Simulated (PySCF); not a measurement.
C₆H₁₄N₂.
Z-matrix (Å and degrees, GFN2-xTB geometry), rows numbered from 1:
```
C 
C   1  1.5221
N   2  1.4532  1  109.96
N   3  1.4277  2  110.54  1    64.88
C   4  1.4569  3  106.50  2   101.39
C   5  1.5330  4  104.16  3    35.96
C   3  1.4767  2  114.12  1  -172.24
C   7  1.5251  3  109.69  2   117.03
H   1  1.0862  2  109.82  3    58.51
H   1  1.0871  2  110.24  3   178.81
H   1  1.0859  2  109.65  3   -60.82
H   2  1.0930  1  109.76  3  -117.50
H   2  1.1029  1  109.63  3   123.57
H   4  1.0200  3  106.66  2  -141.87
H   5  1.0886  4  110.98  3   158.92
H   5  1.0947  4  108.24  3   -81.70
H   6  1.0915  5  110.08  4    84.52
H   6  1.0877  5  113.11  4  -153.57
H   7  1.0978  3  109.56  2    -2.64
H   8  1.0871  7  110.15  3    57.69
H   8  1.0876  7  110.36  3   178.13
H   8  1.0868  7  109.98  3   -61.66
```

NICS = −σ at a ghost point: NICS(0) at the centroid of the ring atoms, NICS(1) 1 Å to either side along the normal of their mean plane, zz for the tensor component along that normal. Level: GIAO PBE0/pcSseg-1 (PySCF, non-relativistic, gas phase) on the GFN2-xTB geometry, one conformer.

Ring bond lengths (Å), with Mayer bond orders in brackets: N3–N4 1.428 (1.01), N4–C5 1.457 (0.98), C5–C6 1.533 (1.03), C6–C7 1.541 (1.00), C7–N3 1.477 (0.88).

Give the NICS values of each ring in ppm.

```
          ring                                               type  NICS(0)  NICS(1), two faces  NICS(1)zz, two faces  rms pucker (Å)  centre to ring atoms, mean (Å)
N3–N4–C5–C6–C7  5-membered ring with 2 N; formal bonds all single     -7.2         -3.8 / -4.0           -5.9 / -5.6            0.15                            1.25
```

What do they say, and how far can they be read as aromaticity?

- N3–N4–C5–C6–C7: mean NICS(1)zz -5.8 ppm, shielded. C5, C6, C7 have four or more neighbours, so the value isn't read as a sign of a π ring current.

At the second NICS(1) probe listed for ring N3–N4–C5–C6–C7, 1 Å off the ring, how large is the induced field along the normal in 7.05 T applied along it?

NICSzz × B0 = -5.6 ppm × 7.05 T = -39 μT, against the applied field.

List the ring angles and the Hirshfeld charges of the ring atoms.

- N3–N4–C5–C6–C7: N3 108.7° (-0.059 e), N4 106.5° (-0.117 e), C5 104.2° (-0.034 e), C6 102.1° (-0.082 e), C7 105.8° (+0.015 e); sum 527.2° against 540° for a flat convex ring.

What are the shieldings of the ring atoms and their hydrogens in the same run (means over atoms taken as equivalent)?

| atoms | environment | σ isotropic (ppm) | principal values of the symmetric part, first atom (ppm) |
| --- | --- | --- | --- |
| N3 | hydrazine nitrogen | 136.7 | 64.2, 153.9, 192.1 |
| N4 | hydrazine nitrogen | 156.1 | 93.5, 149.6, 225.4 |
| C5 | sp3 carbon bound to nitrogen | 138.0 | 98.3, 147.3, 168.5 |
| C6 | ring CH2 carbon | 143.5 | 110.4, 154.0, 166.2 |
| C7 | sp3 carbon bound to nitrogen | 121.9 | 88.9, 114.0, 162.7 |
| H14 | N–H hydrogen | 28.62 | 20.8, 27.3, 37.7 |
| H15 | methylene hydrogen | 28.98 | 24.2, 26.7, 36.0 |
| H16 | methylene hydrogen | 28.81 | 23.4, 27.6, 35.4 |
| H17 | methylene hydrogen | 30.44 | 25.3, 29.8, 36.2 |
| H18 | methylene hydrogen | 29.47 | 25.6, 26.9, 35.9 |
| H19 | methine hydrogen | 28.94 | 25.7, 28.3, 32.9 |
